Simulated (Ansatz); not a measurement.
Ideal-gas functions of BrCl, SMILES `ClBr` at 400 K and 1 bar, from an Ansatz frequency run at PBE0-D4/def2-TZVP.

Molar mass 115.36 g/mol, point group C∞v (symmetry number 1), electronic degeneracy 1, moments of inertia 111.718 u Å². Harmonic wavenumbers (cm⁻¹, unscaled): 457.

Use S(trans) = R[1.5 ln M + 2.5 ln T − 1.1517]; rotational temperatures θ = 24.2544 K / I; S(rot) = R[ln(T/σθ) + 1]; for each mode x = 1.438777 ν̃/T, S = R[x/(eˣ − 1) − ln(1 − e⁻ˣ)] and H = RT x/(eˣ − 1); 1 cm⁻¹ = 0.0119627 kJ/mol; R = 8.31446 J/(mol·K).

Task: By hand: the entropy, in J/(mol·K).

Result: Translation 174.2. Rotation: θ = 0.2171 K, giving 70.8. Vibration, mode by mode: 5.06, in all 5.1. Electronic 0.0. Sum 250.1 J/(mol·K).

Task: By hand: H − E and G − E in kJ/mol, counted from the electronic energy.

Result: Zero-point energy ½ × 457 × 0.0119627 = 2.7; thermal vibration 1.3; translation, rotation and pV give 3.5 RT = 11.6. H − E = 15.6 kJ/mol, and G − E = 15.6 − 400 × 250.1/1000 = -84.4 kJ/mol.

Vibration gives 2 % of the entropy.
